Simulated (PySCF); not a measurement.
## C₆ coefficients of unlike pairs at UHF

Calculated with PySCF 2.14 from the dipole response of each species, C₆(A,B) = (3/π) ∫ α_A(iu) α_B(iu) du, in atomic units, from isotropic polarisabilities. For ions this is the dispersion term alone; charge-induced terms of lower order in 1/R come first.

```csv
species,configuration,basis,relativity,α (bohr³),C₆ (like pair)
F,[He] 2s2 2p5 (2P),"x2c-TZVPPall with one added diffuse shell each of s, p, d type (6s4p3d1f)",spin-free X2C,3.220,8.433
Au⁺,[Xe] 4f14 5d10 (1S),aug-cc-pVTZ-PP with ECP60MDF (6s6p5d3f2g),core potential,12.17,88.92
I,[Kr] 4d10 5s2 5p5 (2P),aug-cc-pwCVTZ-PP with ECP28MDF (8s7p6d4f1g),core potential,31.74,345.3
Hf,[Xe] 4f14 5d2 6s2 (3F),def2-QZVPPD with the def2 core potential (60 electrons) (7s6p4d3f2g),core potential,122.1,1735
```

Task: Estimate C₆ for Hf with I.

Result: The integral gives 696.2. The combination rule 2 C_A C_B / (C_A α_B/α_A + C_B α_A/α_B) gives 673.4 and the geometric mean 773.9.

No spin-orbit coupling is included.

The other pairs:

```
   pair     C₆
 I, Au⁺  168.0
 Au⁺, F  27.25
   I, F  50.06
Hf, Au⁺  306.6
  Hf, F  87.47
```
